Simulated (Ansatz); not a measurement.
Mulliken charges of Cl2F2GeH3NSi, SMILES `F[Si](F)(Cl)[NH][GeH2][Cl]` from B3LYP/def2-TZVPP in Ansatz (PBE0-D4/def2-TZVP geometry).

```
atom   x (Å)   y (Å)   z (Å)  charge (e)
  F1  -0.613  -1.166   2.397      -0.289
 Si2  -0.242  -1.294   0.868       0.850
  F3   0.597  -2.628   0.769      -0.288
 Cl4  -1.924  -1.519  -0.225      -0.208
  N5   0.622   0.045   0.325      -0.361
 Ge6   0.248   1.194  -1.055       0.398
 Cl7  -1.277   2.584  -0.442      -0.301
  H8   1.370   0.366   0.926       0.133
  H9  -0.300   0.413  -2.245       0.043
 H10   1.518   2.005  -1.319       0.024
```

Problem. By hand: the dipole of these point charges (1 e Å = 4.8032 D).

Solution. Σ q r = (0.664, 0.106, -0.539) e Å, of length 0.862 e Å = 4.14 D.

Problem. How does the dipole of the full density compare? (Estimate.)

Solution. Ansatz gave: (0.454, 0.164, -0.255) e Å, 2.62 D; the point charges give 1.58 times that, at 14° from its direction.

Point charges leave out the atoms' own dipoles, such as those of lone pairs, and Mulliken's split depends on the basis, so the two needn't agree.

B3LYP here is the variant with VWN-RPA as its local correlation; programs differ in this.
